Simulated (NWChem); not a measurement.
System: CH4MgO; SMILES [CH3][Mg][OH]

Here is an NWChem input.

```
start job
memory heap 200 mb stack 900 mb global 1100 mb
geometry units angstroms noautoz
  Mg     0.315562     0.172638    -0.000126
  C      0.292582    -1.920996    -0.000083
  H      1.197392    -2.340407    -0.488957
  H     -0.589254    -2.322247    -0.543192
  H      0.257020    -2.331167     1.031409
  O      0.465856     1.961352     0.001926
  H      0.110640     2.856527    -0.002298
end
basis spherical
  * library def2-svp
end
dft
  xc becke97-2
  iterations 150
  mulliken
end
task dft energy
```

Output (shortened):

```
             Northwest Computational Chemistry Package (NWChem) 7.3.0
             --------------------------------------------------------

 C1  symmetry detected

                             Geometry "geometry" -> ""
                             -------------------------

 Output coordinates in angstroms (scale by  1.889725989 to convert to a.u.)

  No.       Tag          Charge          X              Y              Z
 ---- ---------------- ---------- -------------- -------------- --------------
    1 Mg                  12.0000    -0.02957058     0.10167782    -0.00014022
    2 C                    6.0000     0.02188047    -1.99145001     0.00012013
    3 H                    1.0000     0.93478340    -2.37864089    -0.50015576
    4 H                    1.0000    -0.85192129    -2.42401340    -0.53182337
    5 H                    1.0000     0.01394161    -2.40219862     1.03196470
    6 O                    8.0000     0.05706602     1.89460401     0.00007589
    7 H                    1.0000    -0.32976779     2.77658703     0.00036917

 Effective nuclear repulsion energy (a.u.)      80.1258184106

                                 NWChem DFT Module
                                 -----------------

 Summary of "ao basis" -> "ao basis" (spherical)
 ------------------------------------------------------------------------------
       Tag                 Description            Shells   Functions and Types
 ---------------- ------------------------------  ------  ---------------------
 Mg                         def2-svp                 8       18   4s3p1d
 C                          def2-svp                 6       14   3s2p1d
 H                          def2-svp                 3        5   2s1p
 O                          def2-svp                 6       14   3s2p1d

            General Information
            -------------------
          SCF calculation type: DFT
          Wavefunction type:  closed shell.
          No. of atoms     :     7
          No. of electrons :    30
           Alpha electrons :    15
            Beta electrons :    15
          Charge           :     0
          Spin multiplicity:     1
          Use of symmetry is: off; symmetry adaption is: off
          Maximum number of iterations: 150
          AO basis - number of functions:    66
                     number of shells:    32
          Convergence on energy requested:  1.00D-06
          Convergence on density requested:  1.00D-05
          Convergence on gradient requested:  5.00D-04

              XC Information
              --------------
                   Becke 97-2 Method XC Functional
                     Hartree-Fock (Exact) Exchange  0.210
                 Becke 1997-2  Exchange Functional  1.000
                Becke 1997-2 Correlation Potential  1.000

             Grid Information
             ----------------
          Grid used for XC integration:  medium
          Radial quadrature: Mura-Knowles
          Angular quadrature: Lebedev.
          Tag              B.-S. Rad. Rad. Pts. Rad. Cut. Ang. Pts.
          ---              ---------- --------- --------- ---------
          Mg                  1.50       88           9.0       590
          C                   0.70       49          12.0       434
          H                   0.35       45          13.0       434
          O                   0.60       49          11.0       434
          Grid pruning is: on
          Number of quadrature shells:   366
          Spatial weights used:  Erf1

      Superposition of Atomic Density Guess
      -------------------------------------

 Sum of atomic energies:        -313.84789114

      Non-variational initial energy
      ------------------------------

 Total energy =    -314.537200
 1-e energy   =    -593.194600
 2-e energy   =     198.531582
 HOMO         =      -0.352035
 LUMO         =      -0.073659

     ---------------------------------------------
      Total Density - Mulliken Population Analysis
     ---------------------------------------------

    Atom       Charge   Shell Charges
 -----------   ------   -------------------------------------------------------
    1 Mg  12    10.84   2.00  1.99  0.46  0.08  5.99  0.14  0.07  0.11
    2 C    6     6.79   1.99  0.96  0.35  2.07  1.41  0.01
    3 H    1     0.86   0.65  0.18  0.03
    4 H    1     0.86   0.65  0.18  0.03
    5 H    1     0.86   0.65  0.18  0.03
    6 O    8     9.13   1.99  1.10  0.69  3.21  2.13  0.00
    7 H    1     0.65   0.52  0.07  0.06

   convergence    iter        energy       DeltaE   RMS-Dens  Diis-err
 ---------------- ----- ----------------- --------- --------- ---------
 d= 0,ls=0.0,diis     1   -315.5623895934 -3.96D+02  2.06D-02  7.29D-01
 d= 0,ls=0.0,diis     2   -315.3153100384  2.47D-01  1.37D-02  3.11D+00
 d= 0,ls=0.0,diis     3   -315.6501033359 -3.35D-01  1.54D-03  1.28D-02
 d= 0,ls=0.0,diis     4   -315.6512722193 -1.17D-03  7.60D-04  3.59D-03
 d= 0,ls=0.0,diis     5   -315.6517354223 -4.63D-04  1.80D-04  2.48D-04
  Resetting Diis
 d= 0,ls=0.0,diis     6   -315.6517712672 -3.58D-05  1.64D-05  2.08D-06
 d= 0,ls=0.0,diis     7   -315.6517715070 -2.40D-07  5.01D-06  4.90D-08

         Total DFT energy =     -315.651771506993
      One electron energy =     -596.875772770472
           Coulomb energy =      233.102750836597
    Exchange-Corr. energy =      -32.004567983737
 Nuclear repulsion energy =       80.125818410619

 Numeric. integr. density =       30.000001555669

                       DFT Final Molecular Orbital Analysis
                       ------------------------------------

 Vector   13  Occ=2.000000D+00  E=-2.714660D-01
              MO Center=  1.7D-02,  1.5D+00, -2.1D-04, r^2= 2.1D+00
   Bfn.  Coefficient  Atom+Function         Bfn.  Coefficient  Atom+Function
  ----- ------------  ---------------      ----- ------------  ---------------
    51      0.534391  6 O  px                54      0.395760  6 O  px
     3     -0.188195  1 Mg s                 52      0.157777  6 O  py
    23     -0.144822  2 C  py                55      0.144263  6 O  py
     2     -0.114676  1 Mg s                 14      0.098970  1 Mg d -2
    26     -0.093393  2 C  py                11      0.089929  1 Mg px

 Vector   14  Occ=2.000000D+00  E=-2.658950D-01
              MO Center=  4.4D-02,  1.8D+00,  4.3D-04, r^2= 8.5D-01
   Bfn.  Coefficient  Atom+Function         Bfn.  Coefficient  Atom+Function
  ----- ------------  ---------------      ----- ------------  ---------------
    53      0.598830  6 O  pz                56      0.449168  6 O  pz
    15      0.107975  1 Mg d -1              13      0.103051  1 Mg pz
    10      0.065995  1 Mg pz                 7      0.053060  1 Mg pz
    27      0.036315  2 C  pz                66      0.028963  7 H  pz

 Vector   15  Occ=2.000000D+00  E=-2.542460D-01
              MO Center=  3.7D-02, -1.2D+00,  4.4D-05, r^2= 2.7D+00
   Bfn.  Coefficient  Atom+Function         Bfn.  Coefficient  Atom+Function
  ----- ------------  ---------------      ----- ------------  ---------------
    23      0.430852  2 C  py                26      0.314491  2 C  py
     3      0.241949  1 Mg s                 21      0.232951  2 C  s
    51      0.185891  6 O  px                 2      0.159974  1 Mg s
     9     -0.144289  1 Mg py                54      0.144652  6 O  px
     6     -0.125243  1 Mg py                52      0.113934  6 O  py

 Vector   16  Occ=0.000000D+00  E=-2.367434D-02
              MO Center= -3.0D-01,  1.7D-02, -6.1D-04, r^2= 6.9D+00
   Bfn.  Coefficient  Atom+Function         Bfn.  Coefficient  Atom+Function
  ----- ------------  ---------------      ----- ------------  ---------------
     4      1.028891  1 Mg s                 21     -0.466047  2 C  s
    50     -0.245748  6 O  s                 26     -0.196899  2 C  py
    20     -0.163985  2 C  s                 23     -0.164109  2 C  py
     2      0.154308  1 Mg s                  3      0.125993  1 Mg s
    49     -0.113811  6 O  s                 11     -0.096762  1 Mg px

 Vector   17  Occ=0.000000D+00  E= 2.249195D-02
              MO Center=  1.9D-01, -3.0D-02,  2.4D-03, r^2= 5.8D+00
   Bfn.  Coefficient  Atom+Function         Bfn.  Coefficient  Atom+Function
  ----- ------------  ---------------      ----- ------------  ---------------
    11      0.928409  1 Mg px                 8      0.182777  1 Mg px
    39      0.151461  4 H  s                 51     -0.145681  6 O  px
    34     -0.143891  3 H  s                 14     -0.139748  1 Mg d -2
     5      0.138764  1 Mg px                21     -0.135670  2 C  s
    54     -0.129285  6 O  px                13     -0.112150  1 Mg pz

 Vector   18  Occ=0.000000D+00  E= 2.344070D-02
              MO Center= -5.7D-02, -2.4D-02, -2.9D-03, r^2= 5.8D+00
   Bfn.  Coefficient  Atom+Function         Bfn.  Coefficient  Atom+Function
  ----- ------------  ---------------      ----- ------------  ---------------
    13      0.933863  1 Mg pz                10      0.180751  1 Mg pz
    44     -0.169234  5 H  s                 53     -0.165191  6 O  pz
    56     -0.154310  6 O  pz                15     -0.148323  1 Mg d -1
     7      0.137739  1 Mg pz                11      0.113563  1 Mg px
    39      0.107569  4 H  s                 43     -0.101108  5 H  s

     ---------------------------------------------
      Total Density - Mulliken Population Analysis
     ---------------------------------------------

    Atom       Charge   Shell Charges
 -----------   ------   -------------------------------------------------------
    1 Mg  12    11.24   2.00  1.99  0.46  0.03  5.98  0.32  0.20  0.26
    2 C    6     6.52   1.99  0.87  0.37  2.05  1.23  0.01
    3 H    1     0.94   0.73  0.18  0.03
    4 H    1     0.94   0.73  0.18  0.03
    5 H    1     0.94   0.73  0.18  0.03
    6 O    8     8.62   1.99  1.05  0.71  2.87  2.00  0.00
    7 H    1     0.82   0.68  0.06  0.07

     -------------------------------------------
      Total Density - Lowdin Population Analysis
     -------------------------------------------

    Atom       Charge   Shell Charges
 -----------   ------   -------------------------------------------------------
    1 Mg  12    11.67   2.00  1.94  0.40  0.13  5.84  0.58  0.30  0.48
    2 C    6     6.32   1.97  0.58  0.35  1.84  1.55  0.04
    3 H    1     0.95   0.62  0.26  0.07
    4 H    1     0.95   0.62  0.26  0.07
    5 H    1     0.95   0.62  0.26  0.07
    6 O    8     8.26   1.97  0.86  0.60  2.72  2.10  0.01
    7 H    1     0.91   0.55  0.17  0.19

     Multipole analysis of the density
     ---------------------------------

     L   x y z        total         alpha         beta         nuclear
     -   - - -        -----         -----         ----         -------
     0   0 0 0     -0.000000    -15.000000    -15.000000     30.000000

     1   1 0 0     -0.340062     -0.170031     -0.170031      0.000000
     1   0 1 0      0.028868      0.014434      0.014434      0.000000
     1   0 0 1     -0.000414     -0.000207     -0.000207     -0.000000

     2   2 0 0    -16.013248    -11.127643    -11.127643      6.242038
     2   1 1 0     -1.642399      0.143252      0.143252     -1.928903
     2   1 0 1     -0.002523     -0.001083     -0.001083     -0.000357
     2   0 2 0    -20.575024   -148.932765   -148.932765    277.290507
     2   0 1 1      0.000917     -0.000296     -0.000296      0.001509
     2   0 0 2    -16.268786    -10.987573    -10.987573      5.706359
```

Level: B97-2/def2-SVP. The geometry was optimised at PBE-D3(BJ)/def2-SVP.
